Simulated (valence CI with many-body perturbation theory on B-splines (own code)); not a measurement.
## Forbidden lines of Tb LX

Method: valence CI with perturbative core correlation (CI+MBPT): four valence electrons over a frozen Dirac-Fock core [He], radial functions for each j: 11 s, 11 p, 10 d, 8 f, 5 g, 2 h, with the one-electron correlation potential Σ1 (screened to all orders), the two-electron term Σ2, the three-electron term Σ3, Breit, model QED; selected single and double excitations, second order for the rest, scaled by the run's own slope (own B-spline code, finite nucleus).

The last digits are not significant, and no measured levels were compared; by estimate large intervals hold to a few tenths of a per cent, small ones and those within an open d or f shell to about a per cent. Among the levels kept, up to 930 cm⁻¹ of a level comes from second order outside the variational space, and about a tenth of that is noise between levels of different J, which matters for small intervals.

Lines 1 to 50 of 87 in falling wavelength, among levels below 82368 × 10³ cm⁻¹, chosen from the decays that carry over 1 % of a level's rate. Wavelengths and rates use the calculated energies. Electric multipoles are in the length gauge, E1 and E2 with the static RPA response of the core. Weak lines are less certain than strong ones. Lines between different terms over intervals too small for the method are left out, as are lines whose strength nearly cancels.

Levels are named by their leading jj configuration (3d3/2^4 stands for four electrons in 3d with j = 3/2), which in mixed levels can hold well under half, so a name can repeat and another be missing. Letters in brackets count levels of one name in rising energy.

```
λ vac (Å)                           Upper                       Lower  Type   A (s⁻¹)  Branch %
    15.97          (2s^2 2p1/2 2p3/2) J=1          (2s^2 2p1/2^2) J=0    M1  2.95e+09     100.0
    15.64          (2s^2 2p3/2 3d5/2) J=4      (2s^2 2p1/2 3d5/2) J=3    M1  2.33e+09       2.2
    15.62          (2s^2 2p1/2 2p3/2) J=2          (2s^2 2p1/2^2) J=0    E2  8.84e+06      99.8
    15.61              (2s^2 2p3/2^2) J=2      (2s^2 2p1/2 2p3/2) J=2    M1  2.35e+09      18.3
    15.27              (2s^2 2p3/2^2) J=2      (2s^2 2p1/2 2p3/2) J=1    M1  2.35e+09      18.3
    14.35              (2s^2 2p3/2^2) J=0      (2s^2 2p1/2 2p3/2) J=1    M1  5.45e+09      36.0
    1.783          (2s^2 2p3/2 3p1/2) J=2          (2s^2 2p3/2^2) J=0    E2  2.45e+11       6.5
    1.778          (2s^2 2p1/2 3p1/2) J=1      (2s^2 2p1/2 2p3/2) J=2    E2  6.64e+11      38.5
    1.778          (2s 2p1/2^2 3p1/2) J=0      (2s 2p1/2^2 2p3/2) J=2    E2  1.30e+12      32.5
    1.774          (2s^2 2p1/2 3p1/2) J=1      (2s^2 2p1/2 2p3/2) J=1    E2  6.60e+11      38.2
    1.770          (2s^2 2p3/2 3p1/2) J=1          (2s^2 2p3/2^2) J=2    E2  6.78e+11      14.4
    1.770          (2s^2 2p3/2 3p1/2) J=2          (2s^2 2p3/2^2) J=2    E2  9.18e+11      24.3
    1.768          (2s^2 2p1/2 3p1/2) J=0      (2s^2 2p1/2 2p3/2) J=2    E2  1.29e+12      33.3
    1.762          (2s 2p3/2^2 3p1/2) J=0            (2s 2p3/2^3) J=2    E2  7.15e+11      18.2
    1.759          (2s^2 2p3/2 3d5/2) J=4  (2s 2p1/2 2p3/2^2) J=2 [b]    E2  1.54e+09       1.5
    1.743      (2s 2p1/2 2p3/2 3p3/2) J=4  (2s 2p1/2 2p3/2^2) J=2 [b]    E2  4.30e+10       2.7
    1.739          (2s^2 2p3/2 3d5/2) J=4      (2s 2p1/2 2p3/2^2) J=3    E2  9.15e+09       8.8
    1.732          (2s 2p3/2^2 3p3/2) J=4            (2s 2p3/2^3) J=2    E2  2.25e+11      10.2
    1.724      (2s 2p1/2 2p3/2 3p3/2) J=4      (2s 2p1/2 2p3/2^2) J=3    E2  3.91e+11      24.9
    1.723  (2s 2p1/2 2p3/2 3p3/2) J=0 [b]  (2s 2p1/2 2p3/2^2) J=2 [b]    E2  6.96e+11       7.6
    1.722          (2s^2 2p3/2 3p3/2) J=2          (2s^2 2p3/2^2) J=0    E2  2.64e+11       2.5
    1.721  (2s 2p1/2 2p3/2 3p3/2) J=1 [d]  (2s 2p1/2 2p3/2^2) J=2 [b]    E2  4.04e+11       2.1
    1.718  (2s 2p1/2 2p3/2 3p3/2) J=1 [d]  (2s 2p1/2 2p3/2^2) J=1 [a]    E2  3.50e+11       1.9
    1.718          (2s 2p1/2^2 3p3/2) J=2      (2s 2p1/2^2 2p3/2) J=2    E2  4.50e+11       2.7
    1.717          (2s^2 2p1/2 3p3/2) J=2      (2s^2 2p1/2 2p3/2) J=2    E2  4.51e+11      17.7
    1.716          (2s^2 2p1/2 3p3/2) J=1      (2s^2 2p1/2 2p3/2) J=2    E2  3.24e+11       7.0
    1.716          (2s^2 2p3/2 3p3/2) J=3          (2s^2 2p3/2^2) J=2    E2  5.01e+11       6.8
    1.715          (2s^2 2p3/2 3p3/2) J=1          (2s^2 2p3/2^2) J=2    E2  4.89e+11       2.3
    1.714      (2s 2p1/2 2p3/2 3p3/2) J=4  (2s 2p1/2 2p3/2^2) J=2 [a]    E2  2.54e+10       1.6
    1.713          (2s^2 2p1/2 3p3/2) J=2      (2s^2 2p1/2 2p3/2) J=1    E2  1.99e+11       7.8
    1.712          (2s^2 2p1/2 3p3/2) J=1      (2s^2 2p1/2 2p3/2) J=1    E2  3.16e+11       6.8
    1.709          (2s 2p3/2^2 3p3/2) J=0            (2s 2p3/2^3) J=2    E2  2.72e+11       3.3
    1.704          (2s^2 2p3/2 3p3/2) J=0          (2s^2 2p3/2^2) J=2    E2  1.32e+12      11.8
    1.702  (2s 2p1/2 2p3/2 3p3/2) J=1 [d]      (2s 2p1/2 2p3/2^2) J=3    E2  2.42e+11       1.3
    1.695  (2s 2p1/2 2p3/2 3p3/2) J=0 [b]  (2s 2p1/2 2p3/2^2) J=2 [a]    E2  1.82e+11       2.0
    1.694      (2s 2p1/2 2p3/2 3d5/2) J=5      (2s 2p1/2 2p3/2^2) J=3    M2  2.71e+10      46.4
    1.694      (2s 2p1/2 2p3/2 3d5/2) J=5      (2s 2p1/2 2p3/2^2) J=3    E3  1.43e+09       2.4
    1.686          (2s^2 2p3/2 3d5/2) J=4          (2s^2 2p3/2^2) J=2    M2  2.60e+10      25.0
    1.686          (2s^2 2p3/2 3d5/2) J=4          (2s^2 2p3/2^2) J=2    E3  1.88e+09       1.8
    1.565          (2s^2 2p3/2 3d5/2) J=4      (2s 2p1/2^2 2p3/2) J=2    E2  6.27e+09       6.0
    1.553          (2s 2p3/2^2 3p3/2) J=4      (2s 2p1/2 2p3/2^2) J=3    E2  3.08e+11      13.9
    1.552      (2s 2p1/2 2p3/2 3p3/2) J=4      (2s 2p1/2^2 2p3/2) J=2    E2  7.03e+11      44.8
    1.550          (2s 2p3/2^2 3p3/2) J=0  (2s 2p1/2 2p3/2^2) J=2 [b]    E2  7.81e+11       9.5
    1.549  (2s 2p1/2 2p3/2 3p3/2) J=1 [d]      (2s 2p1/2^2 2p3/2) J=1    E2  3.99e+11       2.1
    1.548      (2s 2p3/2^2 3p3/2) J=2 [c]  (2s 2p1/2 2p3/2^2) J=1 [b]    E2  2.34e+11       1.0
    1.547      (2s 2p3/2^2 3p3/2) J=2 [c]  (2s 2p1/2 2p3/2^2) J=2 [b]    E2  3.28e+11       1.4
    1.547          (2s^2 2p1/2 3p3/2) J=2          (2s^2 2p1/2^2) J=0    E2  6.28e+11      24.6
    1.546          (2s^2 2p3/2 3p3/2) J=3      (2s^2 2p1/2 2p3/2) J=2    E2  3.26e+11       4.4
    1.546          (2s^2 2p3/2 3p3/2) J=1      (2s^2 2p1/2 2p3/2) J=2    E2  6.42e+11       3.0
    1.545          (2s 2p3/2^2 3p3/2) J=4  (2s 2p1/2 2p3/2^2) J=2 [a]    E2  5.48e+11      24.8
```
